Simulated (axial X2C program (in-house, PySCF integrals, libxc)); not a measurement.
# Which molecule has these constants?

All values come from calculations with an in-house all-electron X2C program for linear molecules (integrals from PySCF), spin-free (one-electron X2C) or two-component (2c: spin–orbit coupling with atomic mean-field Coulomb and Gaunt terms, which also bring small scalar terms), in Dyall basis sets with cores contracted in-house; open shells are unrestricted.

A two-component PBE0 calculation in a Dyall 3-zeta basis gave Re = 1.682 Å, ωe = 616.2 cm⁻¹, De = 2.57 eV, Ω = 1.

Question: Which molecule is it?
A. MnO⁺
B. MnN⁺
C. LiMn⁺
D. MnC⁺
E. MnB⁺

Answer: D. The others have MnO⁺ 1.718 Å and 645.6 cm⁻¹ (Ω = 1); MnN⁺ 1.772 Å and 513.1 cm⁻¹ (Ω = 3/2); MnB⁺ 2.057 Å and 505.2 cm⁻¹ (Ω = 7/2); LiMn⁺ 2.880 Å and 258.1 cm⁻¹ (Ω = 5/2).

Each entry is the lowest single determinant of a limited PBE0 search at one distance. De goes to single-determinant-based atoms at the same level (for ions the charge split of lowest energy) and is withheld (n/a) where an atom does not fit its ground term or J level. Main or longest-lived isotopes. One determinant is a doubtful description, or other states lie close, for MnC⁺, MnO⁺, MnN⁺, MnB⁺, LiMn⁺; these need not be ground states, and all values refer to the states named. Some open-shell Ω = 0 determinants are out of reach, so the Ω given for MnC⁺, MnO⁺ need not be the lowest component. With several unpaired electrons the Ω given is that of one determinant, not necessarily of the lowest component. Some light 2c atoms are not at their ground J level, so De misses part of their lowering (0.04 eV or less). The functionals have no current term, which raises determinants with orbital currents.
